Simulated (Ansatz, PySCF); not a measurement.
Bi(Cl)2(SiH3) (BiCl2H3Si), SMILES [SiH3][Bi]([Cl])[Cl]. Atoms are numbered in the order given.

```xyz
7

Bi    -0.1566     0.1235     0.5072
Cl    -1.3291    -1.6794    -0.7503
Cl    -0.4115     2.0434    -1.0598
Si     2.1266    -0.5451    -0.7612
H      3.1786     0.4795    -0.4834
H      1.7984    -0.5847    -2.2127
H      2.5968    -1.8824    -0.2876
```
Charge 0, spin multiplicity 1.

Geometry: r2SCAN-D4/def2-SVP. The structure was generated by enumeration; whether it is a known compound was not checked. The def2 effective core potentials stand for the cores of Bi; spin–orbit coupling is left out.

Two levels are set side by side: PBE-D3(BJ)/def2-SVP (Ansatz, a quantum-chemistry and plane-wave program) and r2SCAN-D4/def2-SVP (Ansatz). Each level has its own optimised geometry; the coordinates shown are those of the second. Frequencies come from the Hessian of PySCF at each geometry. Differences are taken from unrounded values.

```csv
quantity,r2SCAN-D4
mean bond length (Å),2.026
bond Bi1–Cl2 (Å),2.491
bond Bi1–Cl3 (Å),2.491
bond Bi1–Si4 (Å),2.696
bond Si4–H5 (Å),1.495
bond Si4–H6 (Å),1.489
bond Si4–H7 (Å),1.495
highest harmonic wavenumber (cm⁻¹),2255
mean harmonic wavenumber (cm⁻¹),773
zero-point energy (kcal/mol),16.58
```

Task: What does PBE-D3(BJ) give, and how far is it from r2SCAN-D4? (An estimate is asked for; the answer gives what the named calculation found.)

Result: 
| quantity | PBE-D3(BJ) | PBE-D3(BJ) minus r2SCAN-D4 |
|---|---|---|
| mean bond length (Å) | 2.038 | 0.012 |
| bond Bi1–Cl2 (Å) | 2.504 | 0.013 |
| bond Bi1–Cl3 (Å) | 2.504 | 0.013 |
| bond Bi1–Si4 (Å) | 2.709 | 0.013 |
| bond Si4–H5 (Å) | 1.506 | 0.011 |
| bond Si4–H6 (Å) | 1.500 | 0.011 |
| bond Si4–H7 (Å) | 1.506 | 0.011 |
| highest harmonic wavenumber (cm⁻¹) | 2196 | -60 |
| mean harmonic wavenumber (cm⁻¹) | 750 | -24 |
| zero-point energy (kcal/mol) | 16.08 | -0.50 |
